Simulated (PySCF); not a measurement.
This script is equivalent to a calculation on B³⁺ (boron, charge +3).

```python
from pyscf import gto, scf, dft, mp, cc
import basis_set_exchange as bse
mol = gto.M(atom="B 0 0 0", charge=3, spin=0, symmetry="D2h",
            basis=gto.basis.parse(bse.get_basis("6-31G*", elements=["B"], fmt="nwchem", header=False)))
mf = dft.UKS(mol, xc="PBE0")
mf.irrep_nelec = {'Ag': (1, 1)}
mf.kernel()
```

(1) What total energy does it give?

(2) Which occupied shell lies highest, and where?

Answers

(1) -21.992 hartree (calculated).

(2) 1s, at -238.64 eV.
